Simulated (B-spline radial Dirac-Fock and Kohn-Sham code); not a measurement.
These are calculated numbers from an atomic code on a B-spline grid; the model is relativistic Hartree-Fock (Dirac-Fock) wave functions, averaged over the configuration.

**Question.** This computed X-ray form factor belongs to an atom or ion in its tabulated ground configuration. Which?

```
sin θ/λ (Å⁻¹)     f₀
         0.05  3.996
          0.1  3.986
          0.4  3.786
          0.6  3.546
          0.8  3.255
          0.9  3.101
          2.5  1.535
          3.5  1.268
            5  0.926
```

**Answer.** V¹⁹⁺, with 4 electrons in [He] 2s2. f₀ tends to the number of electrons as s goes to zero, which the first rows give only roughly, and the rate of fall reflects the nuclear charge, 23.

**Question.** This computed X-ray form factor belongs to an atom or ion in its tabulated ground configuration. Which?

```csv
sin θ/λ (Å⁻¹),f₀
0.05,15.845
0.07,15.699
0.11,15.277
0.13,15.009
0.24,13.089
0.45,9.400
0.55,8.222
0.68,7.177
1.03,5.342
```

**Answer.** Sc⁵⁺, with 16 electrons in [Ne] 3s2 3p4. f₀ tends to the number of electrons as s goes to zero, which the first rows give only roughly, and the rate of fall reflects the nuclear charge, 21.

**Question.** This computed X-ray form factor belongs to an atom or ion in its tabulated ground configuration. Which?

```
sin θ/λ (Å⁻¹)      f₀
          0.2  20.886
         0.25  20.822
          0.4  20.549
          0.6  20.006
          1.4  16.352
          1.6  15.251
          2.5  10.652
            4   6.469
            5   5.327
```

**Answer.** Hg⁵⁹⁺, with 21 electrons in [Ar] 3d3. f₀ tends to the number of electrons as s goes to zero, which the first rows give only roughly, and the rate of fall reflects the nuclear charge, 80.

**Question.** This computed X-ray form factor belongs to an atom or ion in its tabulated ground configuration. Which?

| sin θ/λ (Å⁻¹) | f₀ |
| --- | --- |
| 0.08 | 2.000 |
| 0.1 | 2.000 |
| 0.13 | 2.000 |
| 0.29 | 1.998 |
| 0.45 | 1.995 |
| 0.55 | 1.992 |
| 0.68 | 1.988 |
| 1.96 | 1.901 |
| 3.7 | 1.679 |

**Answer.** Zr³⁸⁺, with 2 electrons in 1s2. f₀ tends to the number of electrons as s goes to zero, which the first rows give only roughly, and the rate of fall reflects the nuclear charge, 40.

**Question.** This computed X-ray form factor belongs to an atom or ion in its tabulated ground configuration. Which?

```
sin θ/λ (Å⁻¹)      f₀
         0.15  51.969
          0.3  46.742
          0.5  37.983
          0.7  30.161
          0.8  27.001
            1  22.182
          1.8  13.748
          2.5   9.399
            5   4.131
```

**Answer.** Ho¹³⁺, with 54 electrons in [Kr] 4d10 4f6 5s2. f₀ tends to the number of electrons as s goes to zero, which the first rows give only roughly, and the rate of fall reflects the nuclear charge, 67.
